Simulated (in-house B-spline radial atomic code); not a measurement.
Computed with a B-spline radial atomic code. Model: two electrons, singlet ground state, non-relativistic, full CI in B-splines with partial waves to l = 8 (at full coupling up to 3e-4 hartree above the limit, correlation up to 0.6 % small), density held at that of full coupling by Lieb maximisation.

W(λ) is the mean repulsion in the state of coupling λ less the Hartree energy of the fixed density. Its start is exact exchange, its initial slope is twice the second-order Görling-Levy correlation energy, and its area from 0 to 1 is E_xc. A straight curve means weak, dynamic correlation, and a curve that drops fast and flattens means strong correlation.

Command:
```bash
python run_ac.py task.json out
```
Settings (lengths in bohr, energies in hartree):
```
potential              harmonic
strength               0.00401
lmax                   8
```

Time taken, with all properties: 31 s on 1 thread of Intel(R) Xeon(R) Processor @ 2.30GHz, with other jobs on the host.

**W = mean repulsion less Hartree energy, and W of three functionals.**

Given: confinement harmonic well; well frequency 0.00401 hartree; external potential omega^2 r^2/2.

Computed: LDA exchange minus exact 3.7233 millihartree; PBE exchange minus exact 0.46391 millihartree.

| coupling | W xc (hartree) | W xc minus exchange (millihartree) | kinetic minus Kohn-Sham (millihartree) | LDA (PW92) W minus its exchange (millihartree) | PBE W minus its exchange (millihartree) | SCAN W minus its exchange (millihartree) |
| --- | --- | --- | --- | --- | --- | --- |
| 0 | -0.031045 | 0 | 0 | 0 | 0 | 0 |
| 0.02 | -0.033224 | -2.179 | 0.02 | -4.51 | -2.68 | -1.62 |
| 0.05 | -0.03541 | -4.365 | 0.09 | -7.48 | -4.96 | -3.39 |
| 0.12 | -0.038021 | -6.976 | 0.3 | -11.06 | -7.94 | -5.96 |
| 0.25 | -0.03989 | -8.845 | 0.63 | -14.14 | -10.67 | -8.31 |
| 0.4 | ? | ? | ? | ? | ? | ? |
| 0.6 | ? | ? | ? | ? | ? | ? |
| 0.8 | -0.041842 | -10.797 | 1.51 | -18.34 | -14.51 | -10.92 |
| 1 | -0.042115 | -11.07 | 1.75 | -19.01 | -15.14 | -11.22 |
| 1.4 | -0.042483 | -11.438 | 2.19 | -19.94 | -16 | -11.56 |
| 2 | -0.042826 | -11.781 | 2.76 | -20.81 | -16.82 | -11.82 |
| 3 | -0.043163 | -12.118 | 3.59 | -21.66 | -17.62 | -12.03 |

**Question.** What belongs in the row 0.4?

**Answer.** W xc (hartree): -0.040807; W xc minus exchange (millihartree): -9.762; kinetic minus Kohn-Sham (millihartree): 0.92; LDA (PW92) W minus its exchange (millihartree): -15.97; PBE W minus its exchange (millihartree): -12.33; SCAN W minus its exchange (millihartree): -9.58.

**Question.** What belongs in the row 0.6?

**Answer.** W xc (hartree): -0.041451; W xc minus exchange (millihartree): -10.406; kinetic minus Kohn-Sham (millihartree): 1.23; LDA (PW92) W minus its exchange (millihartree): -17.41; PBE W minus its exchange (millihartree): -13.65; SCAN W minus its exchange (millihartree): -10.45.

**Question.** What is the SCAN exchange minus exact?

**Answer.** -0.76472 millihartree.

**Energy parts, natural occupations and partial-wave weights.**

Computed: total energy 0.0396 hartree; correlation energy -0.0093202 hartree; kinetic part of the DFT correlation energy 0.0017495 hartree; kinetic part over minus potential part 0.15805; Kohn-Sham kinetic 0.003079 hartree; Lieb Oxford ratio E_xc over LDA exchange 1.4774.

```csv
natural,occupation of the shell (electrons)
s,1.1483
p,0.76899
d,?
s,0.020445
p,0.0034998
f,0.00036624
```

**Question.** What belongs in the row d?

**Answer.** occupation of the shell (electrons): 0.058248.

| wave | weight |
| --- | --- |
| s | 0.58444 |
| p | 0.38625 |
| d | 0.029132 |
| f | ? |
| g | 1.236e-09 |

**Question.** What belongs in the row f?

**Answer.** weight: 0.00018312.

**Question.** What is the Hartree energy?

**Answer.** 0.06209 hartree.

**Question.** What is the exchange energy?

**Answer.** -0.031045 hartree.

Half-way to full coupling W has made 91 % of its drop, against 50 % for a straight line, and second-order (GL2) theory, half the initial slope, overshoots the correlation energy by about 562 %: correlation is strong. Over couplings 0 to 1 the errors in E_xc come to about -2.4 millihartree for LDA, -2.2 millihartree for PBE, -0.5 millihartree for SCAN, so SCAN is nearest. In LDA and PBE and SCAN the errors of exchange and correlation have opposite signs, so the sum is smaller than the larger of the two.
